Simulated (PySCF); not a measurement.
F₄Se, SMILES F[Se-](F)(F)F, charge -1, multiplicity 2. The structure is a stationary point at TPSSh-D3(BJ)/def2-SVPD.

Computed with TPSSh-D3(BJ)/def2-SVPD run with PySCF 2.14.0.

Harmonic wavenumbers (cm⁻¹): 138, 181, 189, 280, 284, 343, 460, 504, 559. Rotational constants (GHz): 4.501, 2.654, 2.628; symmetry number 2.

### Question
Work out the zero-point energy and the ideal-gas rigid-rotor harmonic-oscillator thermochemistry at 298.15 K and 1 atm.

### Answer
ZPE = ½ Σ hcν = ½ × 2940 cm⁻¹ = 4.20 kcal/mol. H − E(el) = 8.92 kcal/mol. Entropy in cal/(mol K): translation 41.02, rotation 25.35, vibration 13.56, spin 1.38, total 81.31. G − E(el) = -15.32 kcal/mol. Cp = 22.28 cal/(mol K). Modes under 150 cm⁻¹ make the vibrational entropy uncertain.
